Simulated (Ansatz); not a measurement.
`O[SiH2]O[SiH](Cl)Cl` + `N[SiH3]` → `O[SiH2]N[SiH3]` + `O[SiH](Cl)Cl`  (ligand exchange at the Si–O bond)

Isolated molecules relaxed with PBE0-D4/def2-TZVP in Ansatz; ΔE leaves out vibrations. CBS: MP2 limit from def2 TZ/QZ plus the TZ coupled-cluster correction, frozen cores. This one scheme is used for every species. One conformer a species, not always the lowest.

```csv
level,ΔE (eV)
HF/def2-QZVPP,0.66
SCS-MP2/def2-QZVPP,0.56
```

What does CCSD(T)/CBS give? (Estimate.)

Computed: +0.54 eV. The listed levels differ from it by 0.12, 0.02 eV.

Largest T1 diagnostic among the species: 0.011.

From PBE to PBE0 (25 % exact exchange), in def2-TZVPP and without D4, ΔE moves by +0.03 eV. In def2-TZVPP, CCSD(T) changes the Hartree–Fock value by −0.11 eV (the triples alone add −0.02 eV) and MP2 by −0.11 eV.
